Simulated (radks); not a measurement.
Species: Be+. Configuration: [He] 2s1.

Method: scalar-relativistic Kohn-Sham, B86b exchange with PBE correlation, spin-polarised, spherical densities, finite nucleus; open shells are filled with parallel spins first; Fermi nuclear charge, rms radius 2.519 fm; computed with a radial shooting solver on a logarithmic mesh with Libxc functionals.

Energy parts (hartree):
total: -14.32490
kinetic: 14.27977
electron-nucleus: -31.89388
Hartree: 5.83479
exchange-correlation: -2.54559

Orbitals (lengths in bohr, moments of r in powers of bohr; r(max) is where P^2 peaks):
1s up: occ. 1; eigenvalue (hartree) -4.33746; <r^4> 0.1558; r(max) 0.2654; <1/r> 3.672
1s down: occ. 1; eigenvalue (hartree) -4.31893; <r^4> 0.1540; r(max) 0.2657; <1/r> 3.672
2s up: occ. 1; eigenvalue (hartree) -0.53328; <r^4> 61.42; r(max) 1.867; <1/r> 0.6297

The highest occupied level is 2s up at -14.511 eV. The spin density at the nucleus is 0.9833 e/bohr^3 (1s 0.0164, 2s 0.9669). The density falls to 0.001 e/bohr^3 at r = 3.43 bohr. Summed over all electrons, <r^2> = 6.425 bohr^2, which gives a Langevin (diamagnetic) susceptibility term of -5.09 x 10^-6 cm^3/mol. The electron density at the nucleus is 35.78 e/bohr^3 (large components only). Spin moment in Bohr magnetons: 1.
